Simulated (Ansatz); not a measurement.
Geometry optimisation, RKS PBE0-D4/6-31G* in Ansatz.

Input:

```yaml
crystal:
  periodic: [false, false, false]
  atoms:
    - { symbol: C, position_ang: [-0.7542, 1.7156, 0.4222] }
    - { symbol: C, position_ang: [-0.0208, 1.0022, 1.1769] }
    - { symbol: Al, position_ang: [0.6332, -0.7369, 0.5402] }
    - { symbol: C, position_ang: [0.2567, -1.3921, -1.263] }
    - { symbol: H, position_ang: [-1.0893, 1.4301, -0.6027] }
    - { symbol: H, position_ang: [-1.1643, 2.731, 0.7771] }
    - { symbol: H, position_ang: [0.287, 1.3479, 2.1739] }
    - { symbol: H, position_ang: [1.6434, -1.5979, 1.4957] }
    - { symbol: H, position_ang: [-0.7811, -1.58762, -1.36893] }
    - { symbol: H, position_ang: [0.69871, -0.74415, -2.01305] }
    - { symbol: H, position_ang: [0.83319, -2.43328, -1.34191] }
basis:
  gaussian: { orbitals: "6-31G*" }
hamiltonian:
  xc: pbe0
  dispersion: d4
relax:
  f_tol: 0.015
  max_steps: 40
output:
  orbitals: {}
```

Run as:

```bash
$ ansatz run input.yaml --threads 1 --pin off --max-ram 2048MiB --backend cpu --events-out ev --progress --plain --runs-dir out
```

Question: Where does it end, and by what steps?

Answer: The run converged. After 7 steps the energy has fallen by 0.475 eV; H11 moved furthest, 0.16 Å.

```csv
step,energy less start (eV),largest force component (eV/Å),accepted
0,0.0000,4.281,yes
1,-0.4045,1.460,yes
2,-0.3640,1.380,no
3,-0.4624,0.601,yes
4,-0.4721,0.112,yes
5,-0.4750,0.037,yes
6,-0.4752,0.022,yes
7,-0.4753,0.003,yes
```

```xyz
11
Properties=species:S:1:pos:R:3
C -0.758 1.687 0.383
C 0.027 0.956 1.191
Al 0.738 -0.758 0.593
C 0.284 -1.387 -1.211
H -1.020 1.352 -0.622
H -1.180 2.651 0.671
H 0.232 1.376 2.179
H 1.668 -1.616 1.572
H -0.802 -1.494 -1.338
H 0.615 -0.676 -1.980
H 0.739 -2.356 -1.441
```

The run took 30 s on 1 thread of Arm Neoverse V1, with other jobs on the host, peak memory 0.15 GiB.
